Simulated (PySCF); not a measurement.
C5H4F8O.
Bonds: F1–C2, C2–F3, C2–C4, C4–F5, C4–F6, C4–C7, C7–O8, O8–C9, C9–F10, C9–F11, C9–C12, C12–F13, C12–F14. Hydrogens: H15 on C2; H16, H17 on C7; H18 on C12.

Method used: PBE0-D3(BJ)/def2-SVP geometry optimisation, gas phase (PySCF 2.14.0).

**Question.** List the bond lengths, angles and torsions at this level.

**Answer.** 
```tsv
bond	length (pm)	order
F1–C2	134.6	single
C2–F3	133.6	single
C2–C4	153.2	single
C4–F5, C4–F6	134.9	single
C4–C7	151.1	single
C7–O8	141.0	single
O8–C9	134.6	single
C9–F10, C9–F11	134.7	single
C9–C12	153.0	single
C12–F13, C12–F14	133.8	single
C2–H15	110.5	single
C7–H16, C7–H17	110.1	single
C12–H18	110.3	single
```

Bonds in one row agree within 1 pm and their mean is given. Orders are formal, as drawn. A selection of angles:
```tsv
angle	degrees
F1–C2–F3	109.0
F1–C2–C4	108.6
F1–C2–H15	109.3
F3–C2–C4	110.8
C4–C2–H15	109.3
C2–C4–F5	107.7
C2–C4–C7	116.0
F5–C4–F6	108.1
F5–C4–C7	110.7
F6–C4–C7	107.1
C4–C7–O8	108.3
C4–C7–H16	107.7
C4–C7–H17	108.6
O8–C7–H16	111.2
H16–C7–H17	109.6
C7–O8–C9	116.2
O8–C9–F10	111.1
O8–C9–C12	108.3
F10–C9–F11	106.4
F10–C9–C12	108.9
C9–C12–F13	109.2
C9–C12–H18	110.0
F13–C12–F14	109.2
F13–C12–H18	109.8
```

Torsions: F1–C2–C4–F5 174° (antiperiplanar); C2–C4–C7–O8 63° (synclinal); C4–C7–O8–C9 -164° (antiperiplanar); C7–O8–C9–F10 -62° (synclinal); O8–C9–C12–F13 -62° (synclinal). The mirror-image conformer, all signs reversed, is as good.

Of the pairs four or more bonds apart, F11···H17 is among the closest relative to their van der Waals radii: 2.38 Å, 89 % of the sum of Bondi's values. The 2 C–O bonds span 1.346 Å (O8–C9, drawn single) to 1.410 Å (C7–O8, drawn single), a spread of 0.064 Å. The C–C distances run from 1.511 Å (C4–C7, drawn single) to 1.532 Å (C2–C4, drawn single), a spread of 0.021 Å.

Point group: C1 (no symmetry element, even within 0.4 Å). PBE0-D3(BJ)/def2-SVP frequencies: not computed here. One conformer, not necessarily the lowest.
